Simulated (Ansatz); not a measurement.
```yaml
crystal:
  periodic: [false, false, false]
  atoms:
    - {symbol: C, position_ang: [2.516124, 1.089874, -1.094729]}
    - {symbol: C, position_ang: [1.244249, 0.514470, -0.549306]}
    - {symbol: C, position_ang: [0.422767, 1.313454, 0.252014]}
    - {symbol: C, position_ang: [-0.785971, 0.904719, 0.824037]}
    - {symbol: C, position_ang: [-1.562061, 1.873789, 1.663576]}
    - {symbol: O, position_ang: [-1.308458, -0.243327, 0.698098]}
    - {symbol: Zn, position_ang: [-0.554868, -1.728525, -0.328969]}
    - {symbol: C, position_ang: [-1.142330, -3.550387, -0.679200]}
    - {symbol: O, position_ang: [1.011506, -0.689168, -0.871733]}
    - {symbol: H, position_ang: [2.674058, 2.123180, -0.790119]}
    - {symbol: H, position_ang: [3.356463, 0.477830, -0.758632]}
    - {symbol: H, position_ang: [2.494526, 1.030400, -2.185508]}
    - {symbol: H, position_ang: [0.747933, 2.326043, 0.444959]}
    - {symbol: H, position_ang: [-1.075400, 2.844614, 1.742502]}
    - {symbol: H, position_ang: [-1.696971, 1.450981, 2.662034]}
    - {symbol: H, position_ang: [-2.558479, 1.999090, 1.233058]}
    - {symbol: H, position_ang: [-1.682767, -3.601715, -1.627550]}
    - {symbol: H, position_ang: [-1.810117, -3.905181, 0.108204]}
    - {symbol: H, position_ang: [-0.290213, -4.230143, -0.742734]}
basis:
  gaussian: {orbitals: def2-TZVP, final_grid: {core_spheres: 5, valence_spheres: 4, degree: 11}, nuclear_model: gaussian}
magnetization: {spin_polarized: true, initial_magnetization: 1}
hamiltonian: {xc: {name: B97M-V}}
output: {forces: true}
```

```sh
$ ansatz run in.yaml --threads 4 --pin off --events-out ev --progress --plain --max-ram 46080MiB --backend cuda --devices 0, --max-vram 37GiB
```

Shortened log:

```
Error: a molecule whose nuclei and cores have a total charge of 92 cannot have a net charge of 0 together with 1 unpaired electrons
```

Question: Something in this input is off. What?

Answer: The number of unpaired electrons doesn't fit the electron count. The program refused the input.
